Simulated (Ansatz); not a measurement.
Input file for CH$_{3}$FMoO$_{2}$ (`[CH3][Mo](=[O])(=[O])[F]`):

```yaml
crystal:
  periodic: [false, false, false]
  atoms:
    - {symbol: C, position_ang: [-1.012132, -0.026722, 0.394839]}
    - {symbol: Mo, position_ang: [0.934363, 0.007941, -0.369857]}
    - {symbol: O, position_ang: [1.754768, -1.196035, 0.445625]}
    - {symbol: O, position_ang: [0.792826, -0.445584, -1.970446]}
    - {symbol: F, position_ang: [1.668832, 1.685492, -0.141400]}
    - {symbol: H, position_ang: [-1.461406, -1.012753, 0.263293]}
    - {symbol: H, position_ang: [-0.974183, 0.213565, 1.461182]}
    - {symbol: H, position_ang: [-1.610769, 0.716897, -0.139036]}
basis:
  gaussian: {orbitals: def2-SVP}
correlation: {method: ccsd_t}
```

```sh
$ ansatz run in.yaml --threads 4 --pin off --events-out ev --progress --plain
```

The program prints (abridged):

```
Functional definition: HF
1014 factors; integrals over basis functions are off by at most 1.3e-3 eV
mean field evaluation 1: about -9677.3510 eV, gradient 7.8e1 eV
mean field evaluation 2: about -9677.5044 eV, gradient 7.8e1 eV
mean field evaluation 4: about -9689.5696 eV, gradient 9.5e0 eV
mean field evaluation 8: about -9689.8081 eV, gradient 1.1e0 eV
mean field evaluation 32: about -9678.4614 eV, gradient 1.7e0 eV
mean field -9689.81584157 eV, -356.0941641847 hartree, gradient 8.3e-6 eV, S^2 0.000000; 0 other end points of the search recorded, 0 dependent functions left out
4 core orbitals not correlated: weight in the atoms' cores, before any rotation towards them, 1.000 or more for the frozen orbitals, at most 0.000 for the correlated occupied ones
reference -9689.81584157 eV, -356.0941641847 hartree; 20, 20 occupied and 78, 78 virtual orbitals, 1014 factors
second order -32.02468136 eV of doubles, -0.00000000 eV of singles
cycle   1  -27.78291542 eV  change     4.2e0 eV  update   3.4e-1
cycle   2  -29.87500156 eV  change    -2.1e0 eV  update   2.5e-1
cycle   3  -30.23266652 eV  change   -3.6e-1 eV  update   4.3e-2
cycle   4  -30.24915405 eV  change   -1.6e-2 eV  update   2.0e-2
cycle   5  -30.23473873 eV  change    1.4e-2 eV  update   5.8e-3
cycle   6  -30.23953307 eV  change   -4.8e-3 eV  update   2.5e-3
cycle   7  -30.23788139 eV  change    1.7e-3 eV  update   1.2e-3
cycle   8  -30.23682467 eV  change    1.1e-3 eV  update   5.4e-4
cycle   9  -30.23719057 eV  change   -3.7e-4 eV  update   2.1e-4
cycle  10  -30.23737484 eV  change   -1.8e-4 eV  update   1.0e-4
cycle  11  -30.23723787 eV  change    1.4e-4 eV  update   4.7e-5
cycle  12  -30.23718843 eV  change    4.9e-5 eV  update   2.6e-5
perturbative correction -1.58710475 eV, -0.0583250237 hartree
Total energy: -9721.64013475 eV, -357.2636853878 hartree
```

Run time 7 s (4 threads of a server CPU on a shared host); peak host memory 0.58 GiB.

The correlation energy is -31.824 eV, 5.0 % of it from (T); the T1 diagnostic reads 0.0241.
